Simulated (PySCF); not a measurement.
Steps of a relaxation of [Pr(H2O)3]3+

[Pr(H2O)3]3+ (singlet in the valence; each metal's 4f electrons, 2 of them, lie in its core potential, out of spins and levels). PySCF 2.14.0, RKS PBE, Pr lcecp-1-SVP with ECP48, O def2-SVP, H def2-SVP; non-relativistic Hamiltonian with scalar-relativistic core potentials where named; density fitting; no spin-orbit coupling. Origin of the start: displaced along the imaginary mode. Columns: position (Å) and force (eV/Å). Energies are counted from the last step; some of the 29 steps are shown. Forces carry noise of the integration grid, about 0.01 to 0.03 eV/Å.

Run from Python with OMP_NUM_THREADS=2. Where DIIS fails, smearing, a level shift and second-order steps follow.
It took 120 s on 2 threads of Intel(R) Xeon(R) 6975P-C (Granite Rapids), on a shared host, from the converged density of the start.

```xyz
10
step 0  E = 0.281 eV
Pr    0.0000    0.0000    0.0000     0.00    0.00    0.00
O     2.3797    0.0000    0.0000     1.03    0.00    0.00
H     3.0041    0.2500    0.7774    -0.54   -0.31   -1.09
H     3.0041   -0.2500   -0.7774    -0.54    0.31    1.09
O    -1.1898    2.0609    0.0000    -0.52    0.89    0.00
H    -1.7186    2.4766    0.7774     0.54   -0.31   -1.09
H    -1.2855    2.7266   -0.7774     0.00   -0.62    1.09
O    -1.1899   -2.0609    0.0000    -0.52   -0.89    0.00
H    -1.2856   -2.7266    0.7774     0.00    0.62   -1.09
H    -1.7186   -2.4766   -0.7774     0.54    0.31    1.09
```

```xyz
10
step 9  E = 0.049 eV
Pr    0.0000    0.0000    0.0000     0.00    0.00    0.00
O     2.3627    0.0000    0.0000     0.28    0.00    0.00
H     2.9862    0.5877    0.5221    -0.11   -0.14   -0.17
H     2.9861   -0.5877   -0.5221    -0.11    0.14    0.17
O    -1.1813    2.0461    0.0000    -0.14    0.25    0.01
H    -2.0021    2.2922    0.5221     0.18   -0.03   -0.17
H    -0.9841    2.8800   -0.5221    -0.07   -0.17    0.17
O    -1.1813   -2.0461    0.0000    -0.14   -0.25   -0.01
H    -0.9841   -2.8799    0.5221    -0.07    0.17   -0.17
H    -2.0021   -2.2922   -0.5221     0.18    0.03    0.17
```

```xyz
10
step 19  E = 0.003 eV
Pr    0.0000    0.0000    0.0000     0.00    0.00    0.00
O     2.3617    0.0000    0.0000     0.02    0.00    0.00
H     2.9848    0.7572    0.1849     0.00   -0.01   -0.01
H     2.9848   -0.7572   -0.1849     0.00    0.01    0.01
O    -1.1808    2.0453    0.0000    -0.01    0.02    0.00
H    -2.1481    2.2063    0.1849     0.01    0.01   -0.01
H    -0.8366    2.9635   -0.1849    -0.01   -0.01    0.01
O    -1.1809   -2.0453    0.0000    -0.01   -0.02    0.00
H    -0.8366   -2.9635    0.1849    -0.01    0.01   -0.01
H    -2.1482   -2.2063   -0.1849     0.01   -0.01    0.01
```

Problem. Where does the relaxation end?

Solution. It converges at step 28 in D3, nearly D3h:
```xyz
10
step 28  E = 0
Pr    0.0000    0.0000    0.0000
O     2.3633    0.0000    0.0000
H     2.9870    0.7769    0.0556
H     2.9870   -0.7769   -0.0556
O    -1.1817    2.0467    0.0000
H    -2.1663    2.1983    0.0556
H    -0.8206    2.9752   -0.0556
O    -1.1817   -2.0467    0.0000
H    -0.8207   -2.9752    0.0556
H    -2.1663   -2.1983   -0.0556
```

Problem. How did the contacts change?

Solution. 
| contact | start (Å) | end (Å) |
| --- | --- | --- |
| Pr1–O2 (H2O) | 2.380 | 2.363 |
| Pr1–O5 (H2O) | 2.380 | 2.363 |
| Pr1–O8 (H2O) | 2.380 | 2.363 |


A frequency check found unstable modes (1, the lowest at -10 cm⁻¹), so the relaxed geometry is a saddle point, or these are noise. An lcecp potential fixes the number of 4f electrons, so in runs with it no electron can move into or out of that shell.
